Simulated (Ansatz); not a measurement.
Species: C$_{3}$H$_{2}$O, SMILES `C=C=C=O` (charge 0, multiplicity 1).

Problem. Give a relaxed geometry from PBE0-D4/def2-TZVP (Ansatz, a program for electronic structure).

Solution. the end point of this relaxation (outside a Z-matrix the atoms follow the SMILES, hydrogens last).
Cartesian coordinates (Å) in one orientation:
```xyz
6

C     -1.029    -0.031     0.437
C      0.202    -0.314     0.063
C      1.422     0.045    -0.158
O      2.549     0.192    -0.405
H     -1.334     0.969     0.745
H     -1.807    -0.793     0.454
```
